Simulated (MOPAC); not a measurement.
MOPAC input (PM3):

```
PM3 FORCE THERMO(298,298) PRECISE LET UHF MS=0.5 GEO-OK AUX(PRECISION=9) THREADS=1
HCl2OSi

O    -0.18087070 1    1.80002279 1   -0.72641660 1
Si   -0.03048182 1    0.52558429 1    0.30007738 1
Cl    1.71341011 1   -0.53024354 1   -0.07741588 1
Cl   -1.60316743 1   -0.80516392 1    0.06714418 1
H    -0.01408887 1    1.06473440 1    1.70158603 1
```

Output:

```
 *******************************************************************************
 **                                                                           **
 **                              MOPAC v23.2.5                                **
 **                                                                           **
 *******************************************************************************
 ** MOPAC's Digital Object Identifier: https://doi.org/10.5281/zenodo.6511958 **
 **                                                                           **
 ** Please cite the open-source release paper for use of this MOPAC version:  **
 ** J. E. Moussa and J. J. P. Stewart (2026)                                  **
 ** MOPAC: An open-source semiempirical molecular orbital program             **
 ** J. Open Source Softw., 11(119), 8025, https://doi.org/10.21105/joss.08025 **
 *******************************************************************************

                              PM3 CALCULATION RESULTS

 *******************************************************************************
 *  PM3        - The PM3 Hamiltonian to be used
 *  GEO-OK     - OVERRIDE INTERATOMIC DISTANCE AND OTHER SAFETY CHECKS
 *  UHF        - UNRESTRICTED HARTREE-FOCK CALCULATION
 *  MS=        - IN MECI, MAGNETIC COMPONENT OF SPIN =  0.5
 *  LET        - OVERRIDE SOME SAFETY CHECKS
 *  PRECISE    - TIGHTER CRITERIA TO BE USED
 *  FORCE      - FORCE CALCULATION SPECIFIED
 *  AUX        - OUTPUT AUXILIARY INFORMATION
 *  THERMO     - THERMODYNAMIC QUANTITIES TO BE CALCULATED
 *******************************************************************************
PM3 FORCE THERMO(298,298) PRECISE LET UHF MS=0.5 GEO-OK AUX(PRECISION=9) THREADS=1
 HCl2OSi

   ATOM   CHEMICAL          X               Y               Z
  NUMBER   SYMBOL      (ANGSTROMS)     (ANGSTROMS)     (ANGSTROMS)

     1       O         -0.18087070  *   1.80002279  *  -0.72641660  *
     2      Si         -0.03048182  *   0.52558429  *   0.30007738  *
     3      Cl          1.71341011  *  -0.53024354  *  -0.07741588  *
     4      Cl         -1.60316743  *  -0.80516392  *   0.06714418  *
     5       H         -0.01408887  *   1.06473440  *   1.70158603  *

          CARTESIAN COORDINATES

    NO.       ATOM           X           Y           Z

     1         O         -0.1809      1.8000     -0.7264
     2        Si         -0.0305      0.5256      0.3001
     3        Cl          1.7134     -0.5302     -0.0774
     4        Cl         -1.6032     -0.8052      0.0671
     5         H         -0.0141      1.0647      1.7016

  H: (PM3): J. J. P. STEWART, J. COMP. CHEM. 10, 209 (1989).
  O: (PM3): J. J. P. STEWART, J. COMP. CHEM. 10, 209 (1989).
 Si: (PM3): J. J. P. STEWART, J. COMP. CHEM. 10, 209 (1989).
 Cl: (PM3): J. J. P. STEWART, J. COMP. CHEM. 10, 209 (1989).

           Empirical Formula: H O Si Cl2  =     5 atoms

      MOLECULAR POINT GROUP   :   Cs

          UHF CALCULATION, NO. OF ALPHA ELECTRONS =   13
                           NO. OF BETA  ELECTRONS =   12

[...]
 TRANSITION DIPOLE   2.3099         Si2 -- Cl4         +34.1% ( 99.3%)     69.7%
 TRAVEL (Ang.)       0.1404         O 1 -- Si2         +17.3% ( 70.7%)      0.3%
 REDUCED MASS        9.9239         Si2 -- H 5         +14.5% ( 64.8%)     59.0%
 EFFECTIVE MASS     34.8910
 FORCE CONSTANT      0.6956

 VIBRATION          5    2A"         ATOM PAIR     ENERGY CONTRIBUTION    RADIAL
 FREQUENCY           371.99         Si2 -- Cl4         +31.1% ( 86.4%)     83.0%
 TRANSITION DIPOLE   4.0646         Si2 -- Cl3         +31.1% ( 86.4%)     83.0%
 TRAVEL (Ang.)       0.1172         O 1 -- Si2         +20.3% ( 69.8%)      0.0%
 REDUCED MASS       13.2079         Si2 -- H 5         +17.6% ( 65.1%)      0.0%
 EFFECTIVE MASS     30.5663
 FORCE CONSTANT      1.0768

 VIBRATION          6    3A"         ATOM PAIR     ENERGY CONTRIBUTION    RADIAL
 FREQUENCY           645.52         Si2 -- H 5         +97.2% ( 98.7%)      0.0%
 TRANSITION DIPOLE   0.9346         O 1 -- Si2          +1.1% ( 10.4%)      0.0%
 TRAVEL (Ang.)       0.3317         Si2 -- Cl3          +0.9% (  9.4%)     33.1%
 REDUCED MASS        0.9496         Si2 -- Cl4          +0.9% (  9.4%)     33.1%
 EFFECTIVE MASS      1.6260
 FORCE CONSTANT      0.2331

 VIBRATION          7    4A'         ATOM PAIR     ENERGY CONTRIBUTION    RADIAL
 FREQUENCY           648.41         Si2 -- H 5         +95.8% ( 96.6%)      0.1%
 TRANSITION DIPOLE   0.6120         O 1 -- Si2          +2.8% ( 16.6%)     36.0%
 TRAVEL (Ang.)       0.3358         Si2 -- Cl4          +0.7% (  8.0%)      5.0%
 REDUCED MASS        0.9224         Si2 -- Cl3          +0.7% (  8.0%)      5.0%
 EFFECTIVE MASS      1.6579
 FORCE CONSTANT      0.2285

 VIBRATION          8    5A'         ATOM PAIR     ENERGY CONTRIBUTION    RADIAL
 FREQUENCY           915.05         O 1 -- Si2         +67.9% ( 99.1%)     99.8%
 TRANSITION DIPOLE   2.5365         Si2 -- H 5         +11.5% ( 40.9%)      4.1%
 TRAVEL (Ang.)       0.0860         Si2 -- Cl3         +10.3% ( 38.6%)     15.2%
 REDUCED MASS        9.9687         Si2 -- Cl4         +10.3% ( 38.6%)     15.2%
 EFFECTIVE MASS     19.8464
 FORCE CONSTANT      4.9179

 VIBRATION          9    6A'         ATOM PAIR     ENERGY CONTRIBUTION    RADIAL
 FREQUENCY          1889.60         Si2 -- H 5         +99.6% ( 99.9%)    100.0%
 TRANSITION DIPOLE   0.0972         Si2 -- Cl3          +0.1% (  3.6%)     12.8%
 TRAVEL (Ang.)       0.1915         Si2 -- Cl4          +0.1% (  3.6%)     12.8%
 REDUCED MASS        0.9731         O 1 -- Si2          +0.1% (  3.5%)      2.4%
 EFFECTIVE MASS      1.2770
 FORCE CONSTANT      2.0472

      SYMMETRY NUMBER FOR POINT-GROUP Cs  =  1

          SYSTEM IS A GROUND STATE

 HCl2OSi

          MOLECULE IS NOT LINEAR

          THERE ARE  9 GENUINE VIBRATIONS IN THIS SYSTEM
          THIS THERMODYNAMICS CALCULATION IS LIMITED TO
          MOLECULES WHICH HAVE NO INTERNAL ROTATIONS

                    CALCULATED THERMODYNAMIC PROPERTIES
                                          *
   TEMP. (K)   PARTITION FUNCTION   H.O.F.    ENTHALPY  HEAT CAPACITY ENTROPY
                                   KCAL/MOL   CAL/MOLE    CAL/K/MOL  CAL/K/MOL

 298.00  VIB.     0.8633D+01                  1758.2824    11.0642    10.1840
         ROT.     0.1946D+06                   888.2803     2.9808    27.1826
         INT.     0.1680D+07                  2646.5627    14.0450    37.3665
         TRA.     0.1208D+28                  1480.4672     4.9680    40.1582
         TOT.                     -101.500    4127.0299    19.0130    77.5247

   *: NOTE: HEATS OF FORMATION ARE RELATIVE TO THE
            ELEMENTS IN THEIR STANDARD STATE AT 298K
              (=  Standard Enthalpy of Formation).

            Hvib:  Zero-point energy is not included.
                   frequencies of less than zero cm-1 are not included.
            Hrot = (3/2)RT
            Htra = (3/2)RT + pV = (5/2)RT

            Heat capacity is Cp, not Cv

          For more information, see: HTTP://OpenMOPAC.net/Manual/thermochemistry.html

           FORCE CONSTANT IN CARTESIAN COORDINATES (Millidynes/A)

    ATOM   CHEMICAL       X               Y               Z
   NUMBER   SYMBOL  FORCE CONSTANT  FORCE CONSTANT  FORCE CONSTANT

      1       O        5.121551        0.230196        0.202996
      2      Si        5.550256        1.945560        2.337604
      3      Cl        0.308032        1.148455        0.137667
      4      Cl        0.308030        0.368255        0.917869
      5       H        0.431923        0.659337        1.443240

 **********************
 *                    *
 * JOB ENDED NORMALLY *
 *                    *
 **********************

 == MOPAC DONE ==
```
